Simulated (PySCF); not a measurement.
## Computed properties of Ge(F)2(Br)(Me) (CH3BrF2Ge), SMILES [CH3][Ge]([F])([F])[Br]

Ge(F)2(Br)(Me) (CH₃BrF₂Ge), SMILES [CH3][Ge]([F])([F])[Br]. Geometry optimised at TPSSh-D3(BJ)/def2-SVP. Other conformers were not sampled. All values are computed for the isolated molecule unless a solvent is named; none is compared with measurement here.

**Structure.** The optimised structure has Cs symmetry. All 18 harmonic modes at TPSSh-D3(BJ)/def2-SVP (PySCF) are real, so it is a minimum. With heavy atoms numbered as in [CH3:1][Ge:2]([F:3])([F:4])[Br:5], the shortest bond between them is Ge2–F3 at 1.733 Å and the longest Ge2–Br5 at 2.286 Å.

**Vibrations.** The strongest infrared lines (harmonic, unscaled, degenerate partners summed) lie at 721 cm⁻¹ (72 km/mol, F 76 %, Ge 20 %), 323 cm⁻¹ (63 km/mol, Ge 51 %, Br 38 %), 734 cm⁻¹ (62 km/mol, F 75 %, Ge 22 %). The softest mode is at 77 cm⁻¹ and the zero-point energy is 26.5 kcal/mol.

**Electronic structure.** M06-2X/def2-TZVP (PySCF) places the frontier levels at -10.26 and 0.22 eV, a gap of 10.48 eV, and gives a dipole moment of 3.24 D and a mean polarisability of 56.5 bohr³. PBE/def2-TZVP (PySCF) at the same geometry gives -7.65 and -1.93 eV, so its gap is 4.76 eV narrower. An orbital gap is neither the optical nor the fundamental gap.

**Excitations.** TDA-B3LYP/def2-SVPD (PySCF) has S1 at 6.21 eV (200 nm, f = 0.030, weak); the most intense of the 10 singlets computed lies at 7.68 eV (f = 0.21). T1 (TDA) is at 5.68 eV, 0.53 eV under S1. TDA-PBE/def2-SVPD (PySCF) puts S1 at 5.86 eV. No vertical singlet excitation falls in the visible range (under 3.1 eV).

**NMR.** GIAO shifts at KT2/pcSseg-1 (PySCF) (non-relativistic, atoms alike by connectivity averaged): ¹³C at 12.3 ppm against TMS; ¹H at 1.5 ppm against TMS; ¹⁹F at -130.9 ppm against CFCl3. Without spin–orbit terms, shifts of atoms bonded to Cl or Br come out too high.
